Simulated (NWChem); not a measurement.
Species: CH₅GaO; SMILES C[O][GaH2]

```xyz
8

Ga    -0.1113    -0.6859    -0.0251
H     -1.2064    -1.8015     0.0639
H      1.4520    -0.7954    -0.1944
O     -0.7746     0.9841     0.0868
C      0.0466     2.1354     0.0280
H      1.1148     1.8973    -0.0926
H     -0.2600     2.7668    -0.8169
H     -0.0708     2.7222     0.9490
```
Atoms are numbered in this order, from 1.

Computed with NWChem. The geometry was optimised at B3LYP/6-31G* (spherical d). Static field.

Question: Order these by “anisotropy (bohr³)”, lowest first: BHandHLYP/aug-cc-pVDZ; LDA (Slater exchange, VWN5)/aug-cc-pVDZ; B3LYP/aug-cc-pVDZ; PBE/aug-cc-pVDZ.

Answer: BHandHLYP/aug-cc-pVDZ (16.8), B3LYP/aug-cc-pVDZ (19.7), PBE/aug-cc-pVDZ (22.0), LDA (Slater exchange, VWN5)/aug-cc-pVDZ (22.9)
